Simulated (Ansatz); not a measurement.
Ansatz (a program for electronic structure) job for OZn, SMILES [O]=[Zn], PBE-D3(BJ)/def2-TZVPD. 

Ansatz 0.2 input:
```yaml
crystal:
  periodic: [false, false, false]
  atoms:
    - {symbol: Zn, position_ang: [0.00000000, 0.00000000, -0.35804917]}
    - {symbol: O, position_ang: [0.00000000, 0.00000000, 1.34268437]}
basis:
  gaussian:
    orbitals: def2-TZVPD
hamiltonian:
  xc: pbe
  dispersion: d3bj
relax: {f_tol: 0.002, max_steps: 200}
```

Log of the run:

```
WARN ansatz: RAYON_NUM_THREADS=1 ignored (pool sized by the plan → 1); use --threads N
Functional definition: PBE
integrals: 0.02 GiB planned
648 factors; their error is unknown
mean field: 0.19 GiB planned
mean field evaluation 1: about -50435.9771 eV, gradient 1.0e2 eV
mean field evaluation 2: about -50182.6761 eV, gradient 2.6e2 eV
mean field evaluation 4: about -50368.1176 eV, gradient 1.8e2 eV
mean field evaluation 8: about -50455.6891 eV, gradient 8.1e-1 eV
mean field evaluation 16: about -50455.6532 eV, gradient 2.9e-3 eV
mean field evaluation 32: about -50450.2319 eV, gradient 8.1e0 eV
mean field -50455.65318745 eV, -1854.2110545688 hartree, gradient 1.5e-5 eV, S^2 0.000000; 3 other end points of the search recorded, 0 dependent functions left out
the calculation of the forces begins
reference -50455.65322704 eV, -1854.2110560235 hartree; 19, 19 occupied and 72, 72 virtual orbitals, 648 factors
relax step   1: F+E_penalty+E_count = -50455.66876401 eV  Δ(F+E_penalty+E_count) = +0.000e0 eV  max|allowed force component| = 1.724e-1 eV/Å  Δτ_max = 0.0000 Å  (98 SCF iters, accepted)
these checks for a lower state are left out or cut short: starts, cluster_reference, orbital_swaps, neighbouring_geometries, increment
integrals: 0.02 GiB planned
648 factors; their error is unknown
mean field: 0.19 GiB planned
mean field -50455.65356327 eV, -1854.2110683799 hartree, gradient 1.6e-5 eV, S^2 0.000000; 0 other end points of the search recorded, 0 dependent functions left out
the calculation of the forces begins
reference -50455.65360283 eV, -1854.2110698336 hartree; 19, 19 occupied and 72, 72 virtual orbitals, 648 factors
relax step   2: F+E_penalty+E_count = -50455.66914147 eV  Δ(F+E_penalty+E_count) = -3.775e-4 eV  max|allowed force component| = 9.817e-2 eV/Å  Δτ_max = 0.0014 Å  (32 SCF iters, accepted)
these checks for a lower state are left out or cut short: starts, cluster_reference, orbital_swaps, neighbouring_geometries, increment
integrals: 0.02 GiB planned
648 factors; their error is unknown
mean field: 0.19 GiB planned
mean field -50455.65374492 eV, -1854.2110750554 hartree, gradient 1.6e-5 eV, S^2 0.000000; 0 other end points of the search recorded, 0 dependent functions left out
the calculation of the forces begins
reference -50455.65378444 eV, -1854.2110765078 hartree; 19, 19 occupied and 72, 72 virtual orbitals, 648 factors
relax step   3: F+E_penalty+E_count = -50455.66932541 eV  Δ(F+E_penalty+E_count) = -1.839e-4 eV  max|allowed force component| = 1.337e-3 eV/Å  Δτ_max = 0.0019 Å  (31 SCF iters, accepted)
integrals: 0.02 GiB planned
648 factors; their error is unknown
mean field: 0.19 GiB planned
mean field evaluation 64: about -50455.6894 eV, gradient 8.9e-1 eV
mean field -50455.65374492 eV, -1854.2110750554 hartree, gradient 1.5e-5 eV, S^2 0.000000; 4 other end points of the search recorded, 0 dependent functions left out
the calculation of the forces begins
reference -50455.65378444 eV, -1854.2110765078 hartree; 19, 19 occupied and 72, 72 virtual orbitals, 648 factors
Total energy: -50455.66936493 eV, -1854.2116490801 hartree
Atom 0 at     0.000000    -0.000000    -0.361300 Å, force     0.000000     0.000000    -0.001337 eV/Å
Atom 1 at    -0.000000     0.000000     1.345935 Å, force    -0.000000     0.000000     0.001337 eV/Å
Dipole moment:     0.000000     0.000000    -1.124678 e Å
```

The calculation finished and met its thresholds.
